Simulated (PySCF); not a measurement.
## Argon: a sound run and one with changed settings

Sound run: Ar⁺ [Ne] 3s2 3p5, Ar²⁺ [Ne] 3s2 3p4. Calculation: PySCF 2.14, in pcseg-2 (5s4p2d1f, 34 functions); no relativity, point nucleus. In the sound run the correlated levels freeze [Ne]. The sound run starts from symmetry-adapted Hartree-Fock orbitals and uses a fine grid where one is needed.

Changed run: the spin-free X2C one-electron Hamiltonian (Gaussian nucleus). This setting is unsound on purpose.

```json
{"species": "Ar⁺", "method": "UHF", "sound run (hartree)": "-526.26910", "changed run (hartree)": "-527.87599", "converged": "yes"}
{"species": "Ar⁺", "method": "TPSS", "sound run (hartree)": "-526.98440", "changed run (hartree)": "-528.59475", "converged": "yes"}
{"species": "Ar⁺", "method": "BP86", "sound run (hartree)": "-527.01092", "changed run (hartree)": "-528.62351", "converged": "yes"}
{"species": "Ar⁺", "method": "MP2", "sound run (hartree)": "-526.42395", "changed run (hartree)": "-528.03071", "converged": "yes"}
{"species": "Ar⁺", "method": "CCSD(T)", "sound run (hartree)": "-526.45310", "changed run (hartree)": "-528.05975", "converged": "yes"}
{"species": "Ar²⁺", "method": "UHF", "sound run (hartree)": "-525.29946", "changed run (hartree)": "-526.90630", "converged": "yes"}
{"species": "Ar²⁺", "method": "TPSS", "sound run (hartree)": "-525.96905", "changed run (hartree)": "-527.57947", "converged": "yes"}
{"species": "Ar²⁺", "method": "BP86", "sound run (hartree)": "-525.99159", "changed run (hartree)": "-527.60427", "converged": "yes"}
{"species": "Ar²⁺", "method": "MP2", "sound run (hartree)": "-525.42009", "changed run (hartree)": "-527.02677", "converged": "yes"}
{"species": "Ar²⁺", "method": "CCSD(T)", "sound run (hartree)": "-525.44939", "changed run (hartree)": "-527.05592", "converged": "yes"}
```

Ionisation energy of Ar⁺:

| method | sound run (eV) | changed run (eV) |
| --- | --- | --- |
| UHF | 26.385 | 26.387 |
| TPSS | 27.629 | 27.627 |
| BP86 | 27.737 | 27.735 |
| MP2 | 27.316 | 27.319 |
| SCS-MP2 | 27.308 | 27.310 |
| CCSD | 27.287 | 27.290 |
| CCSD(T) | 27.312 | 27.316 |

Most of the change in total energy is the relativistic energy itself. On top of that the contraction fixes the core shape for the Hamiltonian it was made with, so the changed run is not a good calculation with the other Hamiltonian either.

For comparison, NIST gives 27.630 eV between the lowest levels.
